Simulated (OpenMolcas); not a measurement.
# OpenMolcas timings: C2H5ClSi (SMILES ClC1C[SiH2]1)

C2H5ClSi has 9 atoms, charge 0, and is taken as a singlet. As SMILES, `ClC1C[SiH2]1`. Geometry: relaxed at PBE0-D4/def2-TZVP.

```xyz
9

Cl   -0.6102   -0.4166   -2.2543
C    -0.4426    0.3735   -0.6899
C     0.9304    0.3051   -0.0143
Si   -0.4175   -0.5751    0.9039
H    -0.8996    1.3566   -0.7145
H     1.6593   -0.3223   -0.5182
H     1.3457    1.2489    0.3241
H    -0.4528   -2.0481    0.8387
H    -1.0239    0.0318    2.1073
```

Program: OpenMolcas 26.06. Hardware: 1 thread of Intel Xeon 6975P-C (Granite Rapids), shared host, so times are rough. Two-electron integrals are exact unless an approximation is named.

Task: Estimate their order by wall time, quickest first.
A. energy at MP2/def2-SVP, 12 core orbitals frozen
B. energy at B2PLYP/def2-SVP, 12 core orbitals frozen, grid UltraFine
C. gradient at HF/STO-3G

Result: C (1.4 s), A (5.1 s), B (17 s).
